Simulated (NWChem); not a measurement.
C₂H₂BF₃; SMILES F/C=C\B(F)F

```xyz
8

F     -0.5849     1.9768     0.0000
C      0.6608     1.5441     0.0000
C      0.9914     0.2491     0.0000
B     -0.0139    -0.9227     0.0000
F     -1.3219    -0.7504     0.0000
F      0.4218    -2.1721     0.0000
H      1.3775     2.3739     0.0000
H      2.0641     0.0388     0.0000
```
Atoms are numbered in this order, from 1.

Computed with NWChem. Pople sets run with spherical d functions. Geometry: optimised at PBE0/def2-SVP. Level: PBE0/6-31+G*; the question gives the wavelength of the field.

Q: What does the run give for field 589 nm? Quantities: isotropic polarisability (bohr³); anisotropy (bohr³).

A: 
* **isotropic polarisability (bohr³)**: 38.5
* **anisotropy (bohr³)**: 24.4
